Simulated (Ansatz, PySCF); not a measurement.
Dissociation curve of SMILES [OH2+][Al-]([F])([F])[F]. The Al2–O5 bond (Al2 also carries F, F, F; O5 carries H, H) is stretched with both fragments frozen at the PBE0/def2-TZVP optimised geometry.

RKS-BP86/6-31G* = restricted BP86/6-31G*, spherical d (PySCF); RKS-PBE = restricted PBE/cc-pVDZ (Ansatz, an electronic-structure program); UHF/cc-pVDZ, density fitting (PySCF); UKS-PBE0 = unrestricted PBE0/cc-pVDZ in PySCF.

Energies relative to the lowest point of each curve near equilibrium, in kcal/mol:

```
R / Å  RKS-BP86/6-31G*  RKS-PBE   UHF
-----  ---------------  -------  ----
1.54              41.6     43.1  41.3
1.81               3.5      3.8   3.0
1.87               1.3      1.4   0.9
2.21               3.3      3.4   4.6
2.37               7.3      7.8   9.5
2.59              13.0     13.8  16.0
2.87              19.1     20.4  22.8
3.49              27.7     30.0  32.1
4.19              32.1     35.5  37.1
5.22              34.6     38.5  40.1
5.83              35.2     39.2  40.8
6.76              35.7     39.6  41.3
```

Question: What does UKS-PBE0 give at the same points?

Answer: 1.54: 40.7; 1.81: 3.0; 1.87: 0.9; 2.21: 4.5; 2.37: 9.3; 2.59: 15.8; 2.87: 22.7; 3.49: 32.3; 4.19: 37.6; 5.22: 40.6; 5.83: 41.2; 6.76: 41.6 (kcal/mol).
